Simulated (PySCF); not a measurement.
# From r²SCAN to CCSD(T): MTl along group 15

r²SCAN and CCSD(T) in PySCF with def2-SVP on every atom (core potentials on Sb, Tl, Bi), for the lowest determinant that a PBE0 search found; no spin–orbit coupling.

```tsv
molecule	state (unpaired electrons)	r²SCAN Re (Å)	r²SCAN ωe (cm⁻¹)	r²SCAN De (eV)	CCSD(T) Re (Å)	CCSD(T) ωe (cm⁻¹)	CCSD(T) De (eV)
TlN	triplet (π ↑↑)	2.336	395	1.47	2.357	371	0.90
TlP	triplet (π ↑↑)	2.744	233	1.79	?	?	?
TlAs	triplet (π ↑↑)	2.828	157	1.78	2.858	152	1.25
TlSb	triplet (π ↑↑)	3.022	123	1.63	3.055	119	1.18
TlBi	triplet (π ↑↑)	3.093	103	1.50	3.127	99.0	1.12
```

**Question.** Estimate the CCSD(T) values of TlP by adding the mean shift from r²SCAN to CCSD(T) of the other rows, and compare with the calculation.

**Answer.** The mean shifts are +3.0 pm, -9 cm⁻¹ and -0.48 eV, which give 2.774 Å, 224 cm⁻¹ and 1.31 eV. CCSD(T)/def2-SVP gives Re = 2.761 Å, ωe = 226 cm⁻¹, De = 1.22 eV.

**Question.** What are the mean differences of r²SCAN from CCSD(T) over the whole series?

**Answer.** Re -2.7 pm, ωe +9 cm⁻¹, De +0.50 eV.

In a basis of this size CCSD(T) is itself not converged; it tends to give bonds that are too long and too weak.

Correlated steps freeze the inner cores (5 to 13 orbitals); shallow outer-core shells are correlated. UHF and ROHF references stand side by side, which adds small steps between rows. Correlated levels converge slowly with the basis: in double zeta they bind strong bonds too weakly, by up to about 1 eV, and carry superposition errors of some tenths. These are scalar-relativistic numbers at best; spin–orbit coupling would shift them, the dissociation energy most. States were picked by a PBE0 search and need not be the measured ground states.
